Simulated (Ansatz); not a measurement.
This geometry of BrGaH4O2 (8 atoms, charge 0, multiplicity 1) is a first-order saddle point.

Computed with Ansatz 0.2.0, RKS PBE0-D4/def2-SVP.

```xyz
8
Properties=species:S:1:pos:R:3
Ga -0.384 -1.235 -0.019
Br 1.920 -1.458 -0.417
H -1.239 -1.315 -1.320
H -0.823 -1.443 1.462
H 1.300 0.957 0.403
O 0.388 1.110 0.715
O -0.287 1.326 -0.529
H -0.876 2.058 -0.296
```

Q: Which two structures does it join? (They come from a converged band through this point; their orientation in space is the band's.)

A: Bonds broken: Ga1–O7.

Initial state:

```xyz
8
Properties=species:S:1:pos:R:3
Ga -0.518 -1.120 -0.068
Br 1.816 -1.151 -0.500
H -1.373 -1.167 -1.376
H -0.865 -1.546 1.387
H 1.331 0.913 0.490
O 0.635 1.568 0.736
O -0.496 1.022 0.093
H -0.530 1.480 -0.763
```

Final state:

```xyz
8
Properties=species:S:1:pos:R:3
Ga -0.298 -1.285 0.045
Br 2.038 -1.605 -0.182
H -1.044 -1.249 -1.324
H -0.845 -1.619 1.467
H 1.138 0.811 -0.026
O 0.221 0.808 0.316
O -0.471 1.746 -0.484
H -0.738 2.393 0.187
```

Q: How far does it lie above each of them?

A: 9.9 kcal/mol above the first and 7.0 kcal/mol above the second. This is the barrier of this one path; another mechanism may lie lower. The orbitals stay closed-shell, which can raise the energy where a bond breaks towards radicals; this wasn't checked here.

The run took 4.2 min on 2 threads of Intel(R) Xeon(R) Platinum 8488C (Sapphire Rapids), with other jobs on the host, peak memory 0.31 GiB.
